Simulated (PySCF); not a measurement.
# Electric field gradients and quadrupole coupling constants

Compound: C5H16N2Si2.
Cartesian coordinates in Å at the GFN2-xTB level; atoms count from 1:
```
atom  x, y, z in Å
Si1   -2.4015    1.5228    0.3492
N2    -1.6670   -0.0044   -0.0401
Si3   -2.3254   -1.5947   -0.2423
N4    -0.2676    0.2578    0.0313
C5     0.3967    0.0945   -1.2455
C6     1.8098    0.6637   -1.1517
C7     2.5859   -0.0555   -0.0526
C8     1.8142    0.0519    1.2591
C9     0.3991   -0.4898    1.0751
H10   -1.9740    1.9224    1.6924
H11   -1.9269    2.4977   -0.6351
H12   -3.8501    1.3439    0.2834
H13   -1.6004   -2.2954   -1.3075
H14   -2.2149   -2.3870    0.9913
H15   -3.7189   -1.3803   -0.6057
H16    0.4441   -0.9665   -1.5447
H17   -0.1884    0.6352   -1.9932
H18    1.7466    1.7268   -0.9142
H19    2.3126    0.5524   -2.1138
H20    2.7066   -1.1086   -0.3196
H21    3.5806    0.3805    0.0563
H22    1.7509    1.0992    1.5592
H23    2.3196   -0.5059    2.0495
H24    0.4378   -1.5676    0.8348
H25   -0.1803   -0.3687    1.9937
```

Field gradients from the PBE0/pcSseg-1 density (PySCF, non-relativistic), principal values in atomic units, ordered |Vxx| ≤ |Vyy| ≤ |Vzz|:

| atom | Vxx | Vyy | Vzz |
| --- | --- | --- | --- |
| N2 | 0.0432 | 1.0322 | -1.0754 |
| N4 | 0.3711 | 1.0372 | -1.4083 |

Find the asymmetry η = (Vxx − Vyy)/Vzz and the couplings χ = eQV/h (234.96 MHz × Q in barn × V in au), with Q(14N) = 0.02044 b.

```csv
atom,environment,nucleus,η,χzz (MHz),χxx (MHz),χyy (MHz)
N2,hydrazine nitrogen,14N,0.92,-5.16,0.21,4.96
N4,hydrazine nitrogen,14N,0.47,-6.76,1.78,4.98
```

At N2 η is above 0.9: Vyy and Vzz are nearly equal in size and opposite in sign, so a small change could swap them and flip the sign of χzz. 

What is Vzz at N2 in SI units (1 au = 9.71736 × 10²¹ V/m²)?

-1.0754 au = -10.450 × 10²¹ V/m².

And the gradient at the other heavy atoms, for which no coupling is worked out here?

```csv
atom,environment,Vzz (au),η
Si1,SiH3 silicon,0.387,0.08
Si3,SiH3 silicon,0.291,0.18
C5,sp3 carbon bound to nitrogen,0.212,0.30
C6,ring CH2 carbon,-0.053,0.77
C7,ring CH2 carbon,-0.039,0.25
C8,ring CH2 carbon,-0.054,0.91
C9,sp3 carbon bound to nitrogen,0.205,0.33
```

Were the hydrogens deuterons (Q(2H) = 0.00286 b), χzz would run from 105 kHz (H14) to 206 kHz (H19, H21 and H23).

Isolated species at its GFN2-xTB geometry (one conformer only). GFN2-xTB bond lengths can be off by several hundredths of an ångström, more for odd bonds, and the gradients follow them. A larger basis could move these couplings by a tenth or more.
